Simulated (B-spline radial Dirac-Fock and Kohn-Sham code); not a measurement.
# The M3 (3p3/2) level from Ti to Zr

The computed values come from an atomic code on a B-spline grid: Dirac-Fock energy differences between relaxed states, corrected for Breit and QED terms. Free neutral atoms, energies in eV. Electron correlation is not included. Relaxation, Breit and QED are contributions to the binding energy. "Screened" places the removed electron in the lowest shell with room, a model of an edge from the Fermi level; tabulated edges (Elam, Ravel and Sieber 2002) are for the standard state, and for monatomic gases they compare with the unscreened value. A dash: no value, or a hole state left out as unreliable.

```
 Z  element  binding  relaxation  Breit   QED  screened  tabulated edge
22       Ti    44.95        -3.9  -0.02  0.00     36.18            32.6
23        V    50.75        -4.4  -0.02  0.00     41.09            37.2
24       Cr    51.54        -5.4  -0.03  0.00     45.87            42.2
25       Mn    62.88        -5.3  -0.04  0.00     51.58            47.2
26       Fe    69.25        -5.7  -0.04  0.00     57.19            52.7
27       Co    75.85        -6.1  -0.05  0.00     63.05            59.9
28       Ni    82.67        -6.5  -0.06  0.00     69.16            66.2
29       Cu    83.12        -7.4  -0.07  0.00     75.49            75.1
30       Zn    97.05        -7.3  -0.08  0.00     91.63            88.6
31       Ga    114.2        -7.6  -0.09  0.01     107.4             100
32       Ge    132.5        -7.8  -0.10  0.01     124.2           120.8
33       As    151.9        -8.1  -0.12  0.01         –           141.2
36       Kr    217.0        -9.0  -0.17  0.01     213.3           214.4
37       Rb    248.0        -9.3  -0.20  0.01     243.4           239.1
38       Sr    280.7        -9.5  -0.23  0.01     276.6             270
40       Zr    342.6       -11.1  -0.30  0.01     334.5           329.8
```
